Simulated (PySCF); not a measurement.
C12H11BO.
InChI=1S/C12H11BO/c14-13(11-7-3-1-4-8-11)12-9-5-2-6-10-12/h1-10,14H

Torsions of this conformer, `[OH:1][B:2]([c:3]1[cH:4][cH:5][cH:6][cH:7][cH:8]1)[c:9]1[cH:10][cH:11][cH:12][cH:13][cH:14]1`: O1–B2–C3–C4 37°, O1–B2–C9–C10 -160°, H–O1–B2–C3 4°.

The closed-shell ground state was solved at several levels (PySCF, density fitting, gas phase, non-relativistic). One conformer (not necessarily the lowest) at the PBE0-D3(BJ)/def2-SVP geometry, without solvent, vibrations or thermal averaging.

```csv
level,basis functions,total energy (Eh),HOMO (eV),LUMO (eV),gap (eV),dipole (D)
B3LYP/pcJ-1,488,-564.0776,-6.96,-1.47,5.49,1.48
PBE0/pcSseg-1,293,-563.3101,-7.23,-1.35,5.88,1.45
PBE/pcSseg-1,293,-563.2662,-6.24,-2.17,4.07,1.36
```

Question: Estimate the row for B3LYP/def2-SVPD, a basis of 371 functions; the other rows only guide the guess.

Answer: Total energy -563.6776 Eh, HOMO -7.00 eV, LUMO -1.54 eV, gap 5.46 eV, dipole 1.40 D.

Question: Over all these levels, which gives the widest orbital gap and which the narrowest?

Answer: PBE0/pcSseg-1 (global hybrid, 25 % exact exchange) has the widest, 5.88 eV, and PBE/pcSseg-1 (GGA) the narrowest, 4.07 eV. The two share the basis. From the narrowest to the widest the HOMO moves by -0.99 eV and the LUMO by +0.82 eV.

Question: How far do the dipole and the HOMO energy spread over the levels?

Answer: The dipole runs from 1.36 to 1.48 D (mean 1.42 D) and the HOMO from -7.23 to -6.24 eV.
